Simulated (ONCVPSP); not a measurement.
# How hard is this In (Z = 49) ONCV potential?

- Element: indium
- Generator: ONCVPSP 4.0.1
- Type: optimised norm-conserving Vanderbilt (ONCV)
- Functional: PBE
- Relativity: scalar-relativistic
- Frozen core: [Kr] 4d10
- Valence charge: 3
- Reference configuration: 5s2 5p1
- Partial waves: 5s: rc 2.05 bohr, ncon 5, nbas 8, qcut 4.1 1/bohr, 1 projector; 5p: rc 2.35 bohr, ncon 3, nbas 6, qcut 4.2 1/bohr, 2 projectors, debl 1 Ha
- Local potential: polynomial inside 1.35 bohr (lpopt 4, dvloc0 0 Ha)
- Core correction: Teter function, fcfact 3.5, rcfact 1.35

Task: For each optimised wave give the share of its norm inside rc, the residual kinetic energy above qcut (Ha) and the cutoffs (Ha) for errors of 10, 1, 0.1 and 0.01 mHa per electron.

Result:

| wave | norm inside rc | residual KE | 10 mHa | 1 mHa | 0.1 mHa | 0.01 mHa |
| --- | --- | --- | --- | --- | --- | --- |
| 5s | 0.307 | 4.4e-04 | 3.6 | 5.6 | 32.5 | 40.0 |
| 5p | 0.181 | 2.3e-06 | 1.1 | 4.7 | 6.5 | 8.0 |
| p projector 2 | 0.261 | 1.0e-04 | 4.2 | 5.9 | 10.3 | 36.1 |

The occupied waves need 5.6 Ha and 32 Ha for 1 and 0.1 mHa. Note: ghosts flagged at negative energy: s at -47.0 eV; GHOST(+) flagged for p at 63.1 eV. A true bound ghost makes a file unfit for plane-wave use. 1 of 4 tests not solved or not reliable.
